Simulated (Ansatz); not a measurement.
CH₃, doublet, at a GFN2-xTB geometry. Base run: PBE/3-21G (Ansatz, a first-principles code).

Here is a job for Ansatz.
Ansatz 0.2 input:
```yaml
crystal:
  periodic: [false, false, false]
  atoms:
    - {symbol: C, position_ang: [0.00000000, -0.00000000, 0.00000000]}
    - {symbol: H, position_ang: [-0.02827582, 1.06704109, -0.00728260]}
    - {symbol: H, position_ang: [0.93823542, -0.50900640, 0.00748446]}
    - {symbol: H, position_ang: [-0.90995960, -0.55803469, -0.00020186]}
basis:
  gaussian:
    orbitals: 3-21G.json
hamiltonian:
  xc: pbe
magnetization: {spin_polarized: true, initial_magnetization: 1}
```
The basis file holds 3-21G in the JSON format of the Basis Set Exchange.

The base run was repeated with changes; each row names its change, and settings that it needs were set with it.

```tsv
change	basis functions	E (Eh)
base	15	-39.55120
basis = jorge-DZP-DKH; relativity = none	30	-39.76660
basis = jorge-DZP-DKH; relativity = spin-free X2C	30	-39.78190
basis = cc-pVDZ-DK; relativity = spin-free X2C; nucleus = Gaussian	29	-39.78313
basis = x2c-SVPall; relativity = none	29	-39.73890
basis = jorge-DZP-DKH; relativity = spin-free X2C; nucleus = Gaussian	30	-39.78189
basis = x2c-SVPall; relativity = spin-free X2C; nucleus = Gaussian	29	-39.75338
basis = cc-pVDZ-DK; relativity = spin-free X2C	29	-39.78313
basis = x2c-SVPall; relativity = spin-free X2C	29	-39.75338
basis = cc-pVDZ-DK; relativity = none	29	-39.76759
```

Absolute energies of different levels of theory aren't comparable as measures of quality.

Ansatz warned in this series: the basis is contracted for relativity, which the run leaves out.

Basis sets contracted for a relativistic Hamiltonian are a mismatch without it, so the rows without relativity aren't non-relativistic limits. No row has spin-orbit coupling; sets with core potentials leave out the core electrons.
